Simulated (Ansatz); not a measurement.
Consider the ligand exchange at a Ge–O bond: `[OH][GeH2][O][SiH](O)O` + CH₃SH → `C[S][GeH2][OH]` + `O[SiH](O)O`.

Gas-phase electronic energies from Ansatz, PBE0-D4/def2-TZVP geometries. CCSD(T)/CBS is the MP2 limit (def2-TZVPP, def2-QZVPP) plus CCSD(T) − MP2 in def2-TZVPP, frozen cores. This one scheme is used for every species. Functionals use def2-TZVPP. B3LYP here is the variant with VWN-RPA as its local correlation; programs differ in this. For Ge outer-core shells are correlated without core-valence functions, which leaves a few kJ/mol of doubt a bond. Scalar relativity is left out up to krypton. One conformer a species, not always the lowest.

```tsv
level	ΔE (kcal/mol)	difference from CCSD(T)/CBS
PBE-D4	0.5	-2.7
r2SCAN-D4	2.7	-0.5
PBE0-D4	1.4	-1.8
B3LYP-D4	3.5	0.3
ωB97X-V	4.2	1.0
B2PLYP	3.6	0.4
PBE	0.1	-3.1
r2SCAN	2.5	-0.7
HF/def2-TZVPP	6.5	3.3
CCSD/def2-TZVPP	4.9	1.7
HF/def2-QZVPP	6.8	3.6
MP2/def2-QZVPP	2.9	-0.3
SCS-MP2/def2-QZVPP	4.2	1.0
HF/CBS(def2)	6.9	3.7
MP2/CBS(def2)	2.2	-1.0
CCSD/CBS(def2)	3.6	0.4
CCSD(T)/CBS	3.2	0
```

Largest T1 diagnostic among the species: 0.012.

In def2-TZVPP, CCSD(T) changes the Hartree–Fock value by −2.0 kcal/mol (the triples alone add −0.4 kcal/mol) and MP2 by −3.0 kcal/mol. From PBE to PBE0 (25 % exact exchange), in def2-TZVPP and without D4, ΔE moves by +1.0 kcal/mol.
